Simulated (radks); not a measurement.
Values are calculated unless marked as measured or tabulated.
Task: Code: a radial shooting solver on a logarithmic mesh with Libxc functionals. Model: scalar-relativistic Kohn-Sham, r2SCAN, spin-polarised, spherical densities, finite nucleus; open shells are filled with parallel spins first (spin-orbit coupling, left out, can overturn this in heavy ions); meta-GGA in the generalised Kohn-Sham scheme; Fermi nuclear charge, rms radius of each element as measured or else 0.836 A^(1/3) + 0.57 fm. Each species is in its NIST ground configuration. Rank Hg+, Pt+, Re+, Os+, Hf+, Au+, Ir+, Lu+, W+, Ta+ by radius at which the density is 0.001 e/bohr^3 (bohr), largest first.

Result: Lu+ 4.66, Hf+ 4.60, Ta+ 4.33, W+ 4.24, Re+ 4.16, Os+ 4.11, Ir+ 4.05, Hg+ 3.87, Pt+ 3.82, Au+ 3.75.
